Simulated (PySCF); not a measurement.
PBE on K⁻ (potassium, charge -1), [Ar] 4s2, closed-shell 1S. Calculation: PySCF 2.14, in def2-TZVPPD (6s5p3d, 36 functions); no relativity, point nucleus.

```
cycle= 1 E= -599.707751784072  delta_E= -0.00368  |g|= 0.0167  |ddm|= 0.575
cycle= 2 E= -599.707925384092  delta_E= -0.000174  |g|= 0.0147  |ddm|= 0.275
cycle= 3 E= -599.708080084168  delta_E= -0.000155  |g|= 0.000604  |ddm|= 0.0862
cycle= 4 E= -599.708081214192  delta_E= -1.13e-06  |g|= 0.000105  |ddm|= 0.0156
cycle= 5 E= -599.708081249554  delta_E= -3.54e-08  |g|= 2.14e-07  |ddm|= 0.0023
cycle= 6 E= -599.708081249555  delta_E= -1.14e-13  |g|= 3.54e-08  |ddm|= 1.03e-06
converged SCF energy = -599.708081249555  <S^2> = -1.5987212e-14  2S+1 = 1
```

Highest occupied orbital energy: 0.924 eV; ⟨L²⟩ = 0.00; populations by l: s 8.00, p 12.00, d 0.00.

(1) Can this result be used?

Answers

(1) With care. Self-consistency was reached. At PBE the highest occupied level has a positive energy, so only the finite basis holds that electron; in a semilocal or global hybrid functional this comes from self-interaction and does not mean that the real anion is unbound.
